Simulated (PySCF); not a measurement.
**A thermochemical cycle for KTe**

r²SCAN in PySCF with def2-SVP on every atom (core potentials on Te), for the lowest determinant that a PBE0 search found; no spin–orbit coupling. KTe, a doublet (π ↑), has De = 2.25 eV to neutral atoms, and KTe⁺, a triplet (π ↑↑), has De = 0.40 eV to K⁺ + Te.

The adiabatic ionisation energy of KTe, between the minima, is 6.08 eV.

Which ionisation energy of the K atom does this level give?

IE(K) = IE(molecule) + De(ion) − De(neutral) = 6.08 + 0.40 − 2.25 = 4.23 eV; the measured value is 4.341 eV (NIST ASD).

Weak bonds: KTe⁺. Basis-set superposition, not corrected here, can be much of De in a small basis, most of all at correlated wavefunction levels. These are scalar-relativistic numbers at best; spin–orbit coupling would shift them, the dissociation energy most. For an ion De counts to the pair picked by the measured ionisation energies or electron affinities, which need not be the lowest pair at this level. States were picked by a PBE0 search and need not be the measured ground states.
